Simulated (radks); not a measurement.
Polarisabilities and homonuclear dispersion coefficients (atomic units). Calculated with a radial shooting solver on a logarithmic mesh with Libxc functionals: non-relativistic Kohn-Sham, LDA (Slater exchange, Perdew-Wang correlation), spin-polarised, spherical densities, point nucleus. Response by self-consistent Sternheimer equations with the Hartree and adiabatic LDA kernel. "Uncoupled" leaves out the induced potential. Quadrupole and octupole values are given only where no p, d or f shell is open. The Sternheimer factor gamma scales a distant field gradient at the nucleus by 1 - gamma.

species,configuration,alpha1 (bohr^3),"alpha1, uncoupled",alpha2 (bohr^5),alpha3 (bohr^7),C6,C8,Sternheimer gamma,recommended alpha1
Pd,[Kr] 4d10,28.39,45.31,459.7,4976,203.4,8796,-20.7,26.14 +/- 0.1
Ag+,[Kr] 4d10,10.13,15.61,62.45,417.3,60.04,1340,-26.6,-
Cd2+,[Kr] 4d10,5.374,8.089,20.20,97.97,27.11,416.8,-24.0,-
In3+,[Kr] 4d10,3.369,5.009,9.010,34.15,14.73,174.1,-21.4,-
Sn4+,[Kr] 4d10,2.323,3.431,4.781,14.79,8.917,85.86,-19.3,-
Sb5+,[Kr] 4d10,1.703,2.506,2.829,7.359,5.798,47.09,-17.5,-
Te6+,[Kr] 4d10,1.303,1.913,1.804,4.029,3.969,27.83,-16.0,-
I7+,[Kr] 4d10,1.029,1.509,1.215,2.367,2.824,17.38,-14.7,-
Xe8+,[Kr] 4d10,0.8326,1.220,0.8523,1.468,2.071,11.33,-13.6,-

Recommended values: Schwerdtfeger and Nagle, table of static dipole polarisabilities (2023 update), measured or computed.

Beside tabulated values, note that relativity, absent from the non-relativistic runs, is large for the heavy elements.
